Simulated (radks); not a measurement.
Coherent X-ray form factor from a spherical all-electron density. Calculated with a radial shooting solver on a logarithmic mesh with Libxc functionals: scalar-relativistic Kohn-Sham, PBE, spin-unpolarised, spherical densities, point nucleus.

sin(theta)/lambda (1/angstrom),f0 (electrons)
0.05,33.893
0.1,33.576
0.15,33.063
0.2,32.372
0.25,31.529
0.3,30.563
0.4,28.388
0.5,26.082
0.6,23.833
0.8,19.889
1,16.759
1.25,13.630
1.5,11.069
2,7.542

The species is in the configuration that NIST lists as its ground one. Which atom or ion scatters so?

Answer. The antimony ion Sb17+, [Ar] 3d10 4s2 4p4. Extrapolating in s^2 from the first two rows gives f0(0) = 34.0, near the electron count 34; among species with that count, the fall with angle is slower the higher Z, and the table is that of Z = 51; from so few rows the species is fixed only to a neighbour or two.
